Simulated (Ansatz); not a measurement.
Species: H₃B₂N, SMILES `BB=N` (charge 0, multiplicity 1).

### Question
Give a relaxed geometry from B3LYP-D3(BJ)/def2-TZVP (Ansatz, a program for electronic structure).

### Answer
Several could match; the one computed here: the end point of this relaxation, one of several conformers (outside a Z-matrix the atoms follow the SMILES, hydrogens last).
Bonded distances (Å): B1–B2 1.653, B1–H4 1.190, B1–H5 1.190, B2–N3 1.241, N3–H6 0.993. Angles (°): B2–B1–H4 121.0, B2–B1–H5 121.0, H4–B1–H5 117.9, B1–B2–N3 180.0, B2–N3–H6 180.0.
